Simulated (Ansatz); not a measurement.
CH2N2Si, SMILES `[C-]#[N+][Si]N` (lower singlet) (charge 0, multiplicity 1). This singlet lies 2.42 eV below the relaxed triplet at the level frozen-core CCSD(T)/cc-pVTZ // PBE0-D3(BJ)/def2-TZVP (Ansatz, a program for electronic structure).

All values below come from r2SCAN/cc-pVTZ // PBE0-D3(BJ)/def2-TZVP run with Ansatz.

Ansatz 0.2 input:
```yaml
crystal:
  periodic: [false, false, false]
  atoms:
    - { symbol: C, position_ang: [2.525729, -0.511742, -0.032169] }
    - { symbol: N, position_ang: [1.483708, 0.029875, -0.030074] }
    - { symbol: Si, position_ang: [0.128456, 1.180964, -0.042482] }
    - { symbol: N, position_ang: [-1.100135, 0.012187, 0.021146] }
    - { symbol: H, position_ang: [-0.964744, -0.987609, 0.052328] }
    - { symbol: H, position_ang: [-2.073014, 0.276325, 0.03125] }
basis:
  gaussian: { orbitals: cc-pVTZ }
hamiltonian:
  xc: r2scan
```

Output:

```
Functional definition: r2SCAN
909 factors; their error is unknown
mean field evaluation 1: about -11913.9247 eV, gradient 7.8e1 eV
mean field evaluation 2: about -11871.3301 eV, gradient 1.4e2 eV
mean field evaluation 4: about -11924.8362 eV, gradient 1.4e1 eV
mean field evaluation 8: about -11925.3290 eV, gradient 5.8e-2 eV
mean field evaluation 16: about -11925.3035 eV, gradient 6.5e-5 eV
mean field -11925.30351566 eV, -438.2468209394 hartree, gradient 6.5e-5 eV, S^2 0.000000; 0 other end points of the search recorded, 0 dependent functions left out
reference -11925.30352497 eV, -438.2468212815 hartree; 18, 18 occupied and 134, 134 virtual orbitals, 909 factors
Total energy: -11925.30352497 eV, -438.2468212815 hartree
```
